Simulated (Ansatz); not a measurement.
CuCl₂ was relaxed with PBE0-D4 (def2-TZVP) in Ansatz in these states: neutral doublet, neutral quartet. The geometries follow in no particular order.

A:

| atom | x (Å) | y (Å) | z (Å) |
| --- | --- | --- | --- |
| Cu1 | -0.356 | -0.911 | 0.823 |
| Cl2 | -1.043 | 0.614 | -0.765 |
| Cl3 | 1.399 | 0.297 | -0.058 |

B:

```xyz
3

Cu    0.000    0.000    0.000
Cl    1.076   -1.267    1.216
Cl   -1.076    1.267   -1.216
```

Question: Judge from the bond lengths which geometry belongs to which state (an estimate).

Answer: A is the neutral quartet (Cu1–Cl3 2.306 Å, Cu1–Cl2 2.306 Å); B is the neutral doublet (Cu1–Cl3 2.059 Å, Cu1–Cl2 2.059 Å).

At PBE0-D4/def2-TZVP a doublet lies 3.81 eV below the neutral quartet. In the quartet, Cl2 and Cl3 lie 2.56 Å apart (atoms count from 1), so these atoms are partly bonded to each other. These are the stationary points nearest to one start from a short search; other shapes may lie lower in each state.
